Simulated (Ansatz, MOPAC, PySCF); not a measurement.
Species: C₂HClF₂ (charge 0, singlet). SMILES: C(F)(F)=CCl
Geometry: optimised at B3LYP-D3(BJ)/def2-TZVP (Ansatz, a first-principles code).

Quantity: enthalpy of formation at 298 K, in kcal/mol. Set-up: no dispersion term unless named; spin-orbit terms left out; open shells spin-unrestricted; 6-311+G** with 5d, 6d on Na to Ar in Ansatz; valence correlation only; 6-31G* and kin with 6d, 5d where marked; non-relativistic. CBS(X,Y): correlation extrapolated as X^-3; Hartree-Fock from the larger set. Ab initio and DFT rows: single points at B3LYP-D3(BJ) geometries (Ansatz), with unscaled harmonic terms from B3LYP/6-31G* (Ansatz) at its own minima, enthalpies of formation by atomisation with measured atoms. Semi-empirical rows: MOPAC heats of formation at their own minima for 298 K.

Measured values: CRC Handbook, as tabulated in the package chemicals; they hold spin-orbit and core effects, anharmonicity. For FC(F)=CCl (enthalpy of formation at 298 K) the tabulated value and CCSD(T)/CBS(cc-pV(T+d)Z,cc-pV(Q+d)Z) (Ansatz) part by 8.4 kcal/mol: another conformer or state, missing terms or a fault of the table's entry are possible. 

Value to compare with, the measured value: -75.4 kcal/mol.

```tsv
level	program	enthalpy of formation at 298 K (kcal/mol)	error
AM1	MOPAC	-91.2	-15.8
PM3	MOPAC	-83.8	-8.4
HF/STO-3G	Ansatz	87.4	162.8
HF/6-31G*	Ansatz	102.1	177.5
PBE/6-31G*	Ansatz	-122.2	-46.8
PBE/def2-SVP	Ansatz	-128.0	-52.6
BP86/6-31G* (5d)	PySCF	-115.9	-40.5
B3LYP/STO-3G	Ansatz	-118.6	-43.2
B3LYP/3-21G	Ansatz	-55.0	20.4
B3LYP/6-31G**	Ansatz	-83.3	-7.9
PBE0/6-311+G**	Ansatz	-82.4	-7.0
MP2/6-31G*	Ansatz	-65.2	10.2
MP2/6-311+G**	Ansatz	-64.7	10.7
r2SCAN-D4/def2-TZVPD	Ansatz + dftd4	-91.9	-16.5
M06-2X/def2-TZVPD	PySCF	-88.8	-13.4
CCSD(T)/CBS(cc-pV(T+d)Z,cc-pV(Q+d)Z)	Ansatz	-83.8	-8.4
```

Among the 13 habitual levels, HF/6-31G* lies farthest from the measured value (177.5 kcal/mol); 5 of 13 lie above it, and their mean absolute error is 46.4 kcal/mol, the median 20.4. One case shows no general order.

The levels are drawn from those run, B3LYP/6-31G* more often than the rest, none by its result; left out are runs that failed, that the program found above a lower state of the same kind, or whose <S^2> lies over 0.5 above the pure value.
